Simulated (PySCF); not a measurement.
Molecule: `InChI=1S/C6H8OSi/c8-7-6-4-2-1-3-5-6/h1-5H,8H3`.

Geometry (Å), atoms numbered from 1 in this order:
```xyz
16

Si    2.953   -0.073   -0.002
O     1.509   -0.798   -0.182
C     0.230   -0.382   -0.090
C    -0.779   -1.318   -0.305
C    -2.105   -0.938   -0.221
C    -2.440    0.373    0.075
C    -1.438    1.304    0.288
C    -0.108    0.932    0.207
H     3.126    1.009   -0.973
H     3.813   -1.216   -0.259
H     3.101    0.474    1.349
H    -0.503   -2.335   -0.537
H    -2.881   -1.670   -0.389
H    -3.476    0.667    0.140
H    -1.690    2.329    0.517
H     0.680    1.652    0.372
```

Frames of a GFN2-xTB Langevin trajectory at 600 K; GIAO PBE0/pcSseg-1 shieldings in PySCF 2.14, gas phase, non-relativistic; equivalent atoms averaged within each frame.

Referencing at the same level of theory: $^{29}$Si (349.16 ppm) and $^{13}$C (186.93 ppm) and $^{1}$H (31.72 ppm) vs TMS; $^{17}$O (336.08 ppm) against H2O. The references are static minima.

Problem. How do the shifts (ppm) fluctuate along the trajectory?

Solution. 
```
         time (fs)    Si1     O2     C3  C5/C7  C4/C8     C6  H13/H15  H12/H16   H14  H9/H10/H11
optimised geometry  -44.5   92.6  162.3  135.1  122.1  126.3     7.60     7.07  7.24        5.15
               250  -27.7   94.4  158.9  137.7  121.1  118.9     7.81     6.44  5.95        5.20
               425  -45.0   94.2  160.7  137.8  128.0  132.3     8.05     7.74  6.56        5.46
               625  -42.4   89.2  157.2  132.9  125.0  124.4     7.40     7.77  7.26        5.10
               800  -33.7  103.7  162.0  138.3  127.1  135.7     7.77     7.85  7.17        5.98
              1000  -39.8   81.9  174.3  132.9  132.2  119.1     7.69     7.45  8.54        5.00
    mean of frames  -37.7   92.7  162.6  135.9  126.7  126.1     7.74     7.45  7.10        5.35
standard deviation    7.0    8.0    6.7    2.8    4.1    7.7     0.23     0.58  0.96        0.39
```

5 frames give an uncertainty of the mean of about the standard deviation over 2.2 at best, since frames this close in time may not be independent; classical motion lacks zero-point vibration, and the reference would need the same averaging.
